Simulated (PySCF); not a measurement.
Cl₄Si (SMILES Cl[Si](Cl)(Cl)Cl), singlet, at a GFN2-xTB geometry. Base run: MP2/def2-SV(P) run with PySCF.

Input for PySCF:
```python
from pyscf import gto, scf, mp

mol = gto.M(
    atom='''
Si   -0.000000    0.000000    0.000000
Cl    1.154087    1.151220    1.183261
Cl   -1.188553   -1.157440    1.142368
Cl    1.171487   -1.168380   -1.148842
Cl   -1.137021    1.174600   -1.176787
''',
    basis='def2-sv(p)',
    charge=0,
    spin=0,
    verbose=3,
)

mf = scf.RHF(mol)
mf.kernel()

pt = mp.MP2(mf)
pt.kernel()
print('E(MP2) = %.10f' % pt.e_tot)
mf.analyze()
```

Each row names what was changed in the base input (with any setting that the change needs).

```tsv
change	ΔE vs base (kcal/mol)	MP2 correlation (Eh)	basis functions	core-seconds (rough)
base	0.000	-0.66136	90	1
frozen = 25	28.40	-0.61611	90	1
frozen = 24	27.55	-0.61746	90	1
density fitting = JK and correlation	0.108	-0.66138	90	1
frozen = 26	50.05	-0.58161	90	1
method = ccsd	-26.08	-0.66136	90	40
cart = on	___	___	___	1
method = ccsd(t)	___	-0.66136	90	100
method = cisd	45.75	-	90	20
```

Question: What belongs in the gaps?

Answer: 
- cart = on, ΔE vs base (kcal/mol): -34.79
- cart = on, MP2 correlation (Eh): -0.69118
- cart = on, basis functions: 95
- method = ccsd(t), ΔE vs base (kcal/mol): -36.19
